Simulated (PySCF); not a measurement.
Q: Give a PBE0-D3(BJ)/def2-SVP geometry of `[CH3][Pb]([CH3])([CH3])[CH3]` (PbMe4).

A: 
```xyz
17
C4H12Pb angstrom
Pb    -0.0057    0.0016    0.0024
C      0.0020   -0.0255    2.2449
H     -1.0265    0.0697    2.6190
H      0.6054    0.8128    2.6191
H      0.4331   -0.9722    2.5983
C      2.1089    0.0093   -0.7410
H      2.1146   -0.0964   -1.8346
H      2.6587   -0.8289   -0.2913
H      2.5947    0.9547   -0.4631
C     -1.0625    1.8412   -0.7241
H     -0.9437    1.9267   -1.8129
H     -0.6307    2.7267   -0.2382
H     -2.1309    1.7734   -0.4779
C     -1.0571   -1.8243   -0.7664
H     -2.0486   -1.8999   -0.2992
H     -0.4682   -2.7178   -0.5181
H     -1.1721   -1.7519   -1.8565
```

Any rigid rotation of these coordinates is as good. Atoms count from 1 in this order. Pb1 (lead bonded to 4 C) is tetrahedral (angles from 109.2° to 109.6°). All 4 C–Pb bonds measure 2.242 to 2.243 Å.

Bonds between heavy atoms (Å): Pb1–C2 2.243, Pb1–C6 2.242, Pb1–C10 2.242, Pb1–C14 2.243.

Method: PySCF 2.14.0, PBE0-D3(BJ)/def2-SVP geometry optimisation, gas phase, def2 core potentials past Kr.

Point group: T (every atom within 0.08 Å of its image). No PBE0-D3(BJ)/def2-SVP frequencies stand behind this structure, so it isn't proved a minimum.
